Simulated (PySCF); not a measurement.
# BCl3: umbrella–stretch map

Method: PySCF, PBE0, basis B def2-TZVP, Cl def2-TZVP (no relativity, density fitting).

Rigid scan from the singlet minimum (B–Cl 1.737 Å (×3); Cl–B–Cl 120.0° (×3)). Coordinate: rows: all bonds scaled; columns: angle to the threefold axis. Energies in kJ/mol from the minimum.

Rows run from the largest first scale (top) to the smallest, columns from the smallest angle to the largest. Lower edges of the bins (kJ/mol): '0' 0.0, '1' 3.1, '2' 8.0, '3' 15.7, '4' 28.0, '5' 47.4, '6' 78.2, '7' 127.1, '8' 204.4, '9' 327.1; top 522.
```
987655
986532
986520
987531
987654
```

(1) Give the energies on the grid of the scan.

Results:

(1) 
```
scale \ angle   60   66   72  78  84  90
         0.95  522  313  180  97  52  37
         0.98  434  250  133  59  19   5
         1.00  396  227  118  50  12   0
         1.03  363  213  117  56  22  11
         1.07  355  228  145  92  62  52
```

The bond scale of lowest energy on the grid is 1.07 (edge) at 60°, 1.03 at 66°, 1.03 at 72°, 1.00 at 78°, 1.00 at 84°, 1.00 at 90°.

The scan took 59 s on 4 threads of a shared Intel Xeon Platinum 8488C (Sapphire Rapids) host; the process peaked at 1.7 GiB.
